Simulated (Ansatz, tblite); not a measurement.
Removing and adding an electron: the cluster Sn₃H₄. Total charge 0; singlet. Geometry: PBE-D4/def2-SVP. Ansatz, gas phase; energy differences of separate SCF runs; the oxidised species was run as a doublet alone; the reduced species was run as a doublet alone.

```xyz
7

Sn    1.2889   -1.5014    0.1564
Sn   -1.2944   -0.6027   -1.3789
Sn    0.0027    1.1551    0.6713
H    -0.6002    1.1647   -1.4554
H     0.6039   -0.6909    1.7324
H    -1.9382    0.1935    0.2215
H     1.9374    0.2817    0.0527
```

In the def2 sets Sn takes a core potential; there is no spin–orbit coupling. The xTB rows come from tblite. The structure comes from a short search, and lower isomers may exist.

| level | −HOMO (eV) | vertical IE (eV) | −LUMO (eV) | vertical EA (eV) | HOMO–LUMO gap (eV) | IE − EA (eV) | remarks |
| --- | --- | --- | --- | --- | --- | --- | --- |
| GFN1-xTB | 9.38 | 12.11 | 7.12 | 4.31 | 2.26 | 7.80 | – |
| GFN2-xTB | 9.28 | 12.00 | 7.16 | 4.33 | 2.12 | 7.66 | – |
| PBE-D4/def2-TZVP | 5.04 | 7.38 | 3.07 | – | 1.97 | – | – |
| PBE-D4/def2-TZVPD | 5.06 | – | 3.09 | 1.07 | 1.97 | – | HOMO above zero (-1 doublet) |
| r2SCAN-D4/def2-TZVP | 5.25 | 7.42 | 3.01 | – | 2.24 | – | – |
| r2SCAN-D4/def2-TZVPD | 5.26 | – | 3.02 | 1.14 | 2.24 | – | HOMO above zero (-1 doublet) |
| PBE0-D4/def2-TZVP | 5.80 | 7.42 | 2.44 | – | 3.36 | – | – |
| PBE0-D4/def2-TZVPD | 5.81 | – | 2.45 | 1.06 | 3.36 | – | HOMO above zero (-1 doublet) |

   A HOMO above zero means that the electron is unbound at that level or that self-interaction error raises the level; the energy of removing that electron tells which. Raw xTB energy differences between charge states are shifted by several eV; the methods need an empirical correction for them.
